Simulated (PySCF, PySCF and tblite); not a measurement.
A run on one conformer of C₂H₁₂Cl₂N₂O₂Si₃, numbered as in [CH3:1][Si:2]([CH3:3])([NH:4][Si@@H:5]([OH:6])[Cl:7])[NH:8][Si@H:9]([OH:10])[Cl:11], from an ensemble study. The sound level was PBE0/6-31G* on GFN2-xTB geometries.

Input:

```
{"job": {"xc": "PBE00", "basis": "6-31G*", "kind": "nmr", "pop": false}, "charge": 0, "multiplicity": 1}
C      0.958161    -1.884121     0.263793
Si     0.057059    -0.611223    -0.812884
C     -0.186398    -1.154861    -2.613090
N     -1.523180    -0.321377    -0.134748
Si    -1.995663    -0.073333     1.504307
O     -0.758800    -0.147301     2.531332
Cl    -2.827731     1.783348     1.586727
N      0.968249     0.885572    -0.874360
Si     1.581187     1.851606     0.409877
O      0.496160     2.124372     1.584989
Cl     2.181344     3.577152    -0.437789
H      0.563874    -2.883037     0.108459
H      0.837634    -1.647170     1.314757
H      2.020906    -1.908999     0.045516
H      0.765082    -1.384656    -3.079277
H     -0.801059    -2.045981    -2.670146
H     -0.666133    -0.384090    -3.207514
H     -2.250294    -0.165096    -0.813950
H     -2.933794    -1.068423     1.984870
H     -0.084491     0.539897     2.498566
H      1.287577     1.140465    -1.794756
H      2.651182     1.246444     1.185702
H     -0.345625     2.557797     1.429697
```

Command: OMP_NUM_THREADS=1 python ens_run.py task.json out

Output:

```
KeyError: "LibXCFunctional: name 'PBE00' not found."
```

What is wrong with this calculation?

The setting at fault: functional unknown or not served for shieldings. PBE00 is no functional's name. The input was rejected before any iteration.
